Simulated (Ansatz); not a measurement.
Input file for Ansatz (a first-principles code): R-RI-MP2/cc-pVTZ on C8H18 (SMILES CCCCCC(C)C). The basis file is the Basis Set Exchange's JSON of that set.

Ansatz 0.2 input:
```yaml
crystal:
  periodic: [false, false, false]
  atoms:
    - {symbol: C, position_ang: [4.12806540, -0.57783966, 0.46018141]}
    - {symbol: C, position_ang: [2.90045533, -0.01949497, -0.25774631]}
    - {symbol: C, position_ang: [1.58655378, -0.31020686, 0.46941821]}
    - {symbol: C, position_ang: [0.35237056, 0.24835246, -0.23988252]}
    - {symbol: C, position_ang: [-0.95621616, -0.05405092, 0.49144429]}
    - {symbol: C, position_ang: [-2.21764918, 0.57302467, -0.12414466]}
    - {symbol: C, position_ang: [-2.49103356, 0.06573898, -1.54427950]}
    - {symbol: C, position_ang: [-3.43244713, 0.33391772, 0.77820986]}
    - {symbol: H, position_ang: [5.05743372, -0.35281040, -0.08668472]}
    - {symbol: H, position_ang: [4.06197142, -1.67327830, 0.56970831]}
    - {symbol: H, position_ang: [4.22533572, -0.15240195, 1.47304687]}
    - {symbol: H, position_ang: [3.00959920, 1.07292085, -0.38428681]}
    - {symbol: H, position_ang: [2.84776481, -0.43510354, -1.28038215]}
    - {symbol: H, position_ang: [1.63808390, 0.10218498, 1.49427446]}
    - {symbol: H, position_ang: [1.47269603, -1.40325366, 0.59348191]}
    - {symbol: H, position_ang: [0.31572941, -0.15873197, -1.26523284]}
    - {symbol: H, position_ang: [0.46147251, 1.34297212, -0.35395457]}
    - {symbol: H, position_ang: [-0.86548731, 0.29496838, 1.53596438]}
    - {symbol: H, position_ang: [-1.09633425, -1.15008613, 0.55356184]}
    - {symbol: H, position_ang: [-2.04927955, 1.66556325, -0.18201401]}
    - {symbol: H, position_ang: [-2.62640747, -1.02986391, -1.54747000]}
    - {symbol: H, position_ang: [-1.66847490, 0.30308741, -2.23576880]}
    - {symbol: H, position_ang: [-3.40915642, 0.51524490, -1.95548575]}
    - {symbol: H, position_ang: [-3.26435794, 0.72798856, 1.79349889]}
    - {symbol: H, position_ang: [-4.33658216, 0.81650469, 0.37348899]}
    - {symbol: H, position_ang: [-3.64420575, -0.74524672, 0.87105326]}
basis:
  gaussian:
    orbitals: cc-pVTZ
    fitting: {mean_field: def2-universal-JKFIT, correlation: cc-pVTZ-RIFIT.json}
magnetization: {spin_polarized: false}
correlation: {method: mp2, electrons: outside_noble_gas}
scf: {lower_state_search: off}
```

What total energy does the run end on?

-314.9618 hartree.

How many basis functions does it have, and what does it roughly cost on one machine?

492 functions; around 19 core-seconds (rough).
